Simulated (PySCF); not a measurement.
Vertical excitations of a molecule C₂H₈O₃Si from TDDFT-PBE/def2-SVPD in PySCF 2.14.0, as energy in eV (oscillator strength): 5.82 (0.004), 6.26 (0.002), 6.43 (0.029), 6.70 (0.004), 6.92 (0.032), 7.03 (0.001), 7.15 (0.006), 7.20 (0.014), 7.32 (0.028), 7.33 (0.012). Lowest triplet (TDA): 5.69 eV. Coordinates come from a B3LYP-D3(BJ)/def2-SVP optimisation. The values are those of a single conformer.

Identify the compound among the candidates.
(A) COC[SiH](O)O
(B) CO[Si](C)(O)O
(C) OCC[SiH](O)O
(D) OC[C@@H](O)[SiH2]O

A, COC[SiH](O)O
